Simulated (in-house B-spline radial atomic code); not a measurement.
Results of a calculation; reference values are marked as such.
## Two electrons in Si: a parabolic dot with ħω = 1.58 meV in all three directions

For Si the NSM archive of the Ioffe Institute lists m_l = 0.98 m0, m_t = 0.19 m0 and ε = 11.7; the model takes one isotropic valley with the conductivity mass 3/(1/m_l + 2/m_t) = 0.26 m0, and so misses anisotropy and the other valleys. All triplets below are those of one valley; with several valleys two electrons can form a triplet in the 1s orbital itself, at an energy set by the valley splitting.

Effective-mass model with parabolic bands, a uniform dielectric constant, no image charges, no central-cell or spin-orbit terms. Two-electron levels come from full CI in B-splines with partial waves to l = 5 (up to 0.001 effective hartree above the limit).

(1) What are the effective units, and what is the potential in them?

In these units the lowest s and p orbitals lie at 0.045750 and 0.076250, and their Coulomb and exchange integrals are J_ss = 0.139345, J_sp = 0.116121 and K_sp = 0.02322. (For a parabolic well J_ss = √(2ω/π).) Full CI gives 0.189698 for the ground singlet, 0.201572 for the sp triplet, 0.220200 for the sp singlet and 0.232072 for the lowest triplet of two s orbitals.

(2) What does it cost to add the second electron, to first order and exactly?

(3) How far above the singlet do the triplets lie?

Answers

(1) Ha* = 27211.386 meV × 0.26/11.7² = 51.68 meV and a* = 0.0529177 nm × 11.7/0.26 = 2.381 nm. The frequency is ω = 0.0305 Ha*. The one-electron levels are 3ω/2 = 0.0457 and 5ω/2 = 0.0762 Ha*.

(2) To first order E = 2ε_s + J_ss = 0.230845, so the charging energy E(2) − 2E(1) is J_ss = 7.202 meV. CI gives 0.189698 − 2 × (0.045750) = 0.098198, or 5.075 meV: relaxation and correlation lower it by 2.127 meV, 29.5 % of J_ss. The s² configuration of one-electron orbitals holds 64.5 % of the state, and the mean radius is 20.1 nm.

(3) To first order the sp triplet lies at ε_s + ε_p + J_sp − K_sp = 0.214896, which is 0.8243 meV below 2ε_s + J_ss, so first order fails: the exact ground state of two electrons is a singlet. CI gives 0.201572 − (0.189698) = 0.011874, or 0.6137 meV, 39 % of the orbital spacing of 1.576 meV. The ss triplet lies 2.19 meV up, so the lower of the two is the sp one, and its gap equals k_BT at 7.12 K. The sp singlet-triplet splitting is 0.9628 meV, against 2K_sp = 2.401 meV. The sp singlet lies ħω above the ground state (0.030502 against 0.0305), as Kohn's theorem demands for a parabolic well.
